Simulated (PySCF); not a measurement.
Ranking problems on computed properties.

All species are isolated and taken at one optimised geometry, non-relativistic unless stated. Electronic properties by PySCF.

The conformers computed, where there is a choice (atom-mapped SMILES and torsion angles):
- `[CH3:1][O:2][c:3]1[cH:4][n:5][n:6]([SiH3:7])[n:8]1`: C1–O2–C3–C4 179°
- `[CH:1]#[C:2][CH2:3][P:4]=[CH2:5]`: C2–C3–P4–C5 0°
- `[CH3:1][CH2:2][CH2:3][O:4][C:5](=[O:6])[SiH2:7][F:8]`: C1–C2–C3–O4 -63°, C2–C3–O4–C5 -84°, C3–O4–C5–O6 0°, O4–C5–Si7–F8 84°
- `[CH:1]#[C:2]/[C:3]([SiH3:4])=[CH:5]/[S:6][SiH2:7][Cl:8]`: C3–C5–S6–Si7 180°, C5–S6–Si7–Cl8 179°
- `[CH3:1][CH:2]([CH3:3])[O:4][C:5](=[O:6])[SiH2:7][F:8]`: C1–C2–O4–C5 -154°, C2–O4–C5–O6 1°, O4–C5–Si7–F8 46°
- `[CH3:1][C@:2]([NH2:3])([CH2:4][NH2:5])[CH:6]([F:7])[F:8]`: C1–C2–C4–N5 -55°, C1–C2–C6–F7 -65°, H–N3–C2–C1 60°, H–N3–C2–C1 -179°, H–N5–C4–C2 -59°, H–N5–C4–C2 62°

Question: Rank by electronic spatial extent ⟨r²⟩ about the centre of nuclear charge, highest first (CAM-B3LYP/def2-SVPD at GFN2-xTB geometries).
A. `C[SiH3]`
B. `CCCOC(=O)[SiH2]F`
C. `C(/S[SiH2]Cl)=C(\C#C)[SiH3]`
D. `O=C(OC(C)C)[SiH2]F`
E. `P#CC1CC1`
F. `C#CCP=C`
G. `COc1cnn([SiH3])n1`

Answer: C (2958 bohr²), B (1574 bohr²), D (1451 bohr²), G (1299 bohr²), E (614 bohr²), F (558 bohr²), A (180 bohr²).

Question: Rank by lowest singlet excitation, highest first (TDDFT CAM-B3LYP/def2-SVPD at GFN2-xTB geometries).
A. `C#C/C([SiH3])=C/S[SiH2]Cl`
B. `P#CC1CC1`
C. `O=C(OC(C)C)[SiH2]F`
D. `COc1cnn([SiH3])n1`
E. `C[SiH3]`

Answer: E (8.49 eV), D (6.00 eV), C (4.93 eV), A (4.79 eV), B (4.01 eV).

Q: Give the two extremes of that set as wavelengths.

A: `P#CC1CC1`: 309 nm; `C[SiH3]`: 146 nm.

Question: Rank by smallest rotational constant, highest first (GFN2-xTB).
A. `c1[pH]ccc1`
B. `C[C@](N)(CN)C(F)F`
C. `N=[SiH2]`
D. `C#C/C([SiH3])=C/S[SiH2]Cl`
E. `P#CC1CC1`
F. `COc1cnn([SiH3])n1`

Answer: C (14.775 GHz), A (3.093 GHz), E (1.961 GHz), B (1.374 GHz), F (0.871 GHz), D (0.342 GHz).

Question: Rank by static isotropic polarisability, highest first (CAM-B3LYP/def2-SVPD at GFN2-xTB geometries).
A. `C#C/C([SiH3])=C/S[SiH2]Cl`
B. `C(C)COC([SiH2]F)=O`
C. `C[SiH3]`
D. `COc1cnn([SiH3])n1`
E. `P#CC1CC1`

Answer: A (141.9 au), D (84.8 au), B (79.6 au), E (71.3 au), C (42.0 au).

Q: By how much do the two ends of that ranking differ?

A: By 99.9 au, between `C#C/C([SiH3])=C/S[SiH2]Cl` and `C[SiH3]`.

Question: Rank by HOMO–LUMO gap, highest first (CAM-B3LYP/def2-SVPD at GFN2-xTB geometries).
A. `C[SiH3]`
B. `COC1=NN([SiH3])N=C1`
C. `C#C/C([SiH3])=C/S[SiH2]Cl`
D. `CC(C)OC(=O)[SiH2]F`
E. `P#CC1CC1`

Answer: A (11.68 eV), D (9.35 eV), B (9.09 eV), E (8.28 eV), C (7.40 eV).

Question: Rank by dipole moment, highest first (CAM-B3LYP/def2-SVPD at GFN2-xTB geometries).
A. `P#CC1CC1`
B. `COc1cnn([SiH3])n1`
C. `CCCOC(=O)[SiH2]F`
D. `C(CP=C)#C`
E. `CC(C)OC(=O)[SiH2]F`

Answer: C (2.66 D), A (1.86 D), E (1.63 D), B (1.41 D), D (0.52 D).

Q: Give the two extremes of that set in atomic units.

A: `C#CCP=C`: 0.21 au; `CCCOC(=O)[SiH2]F`: 1.05 au.
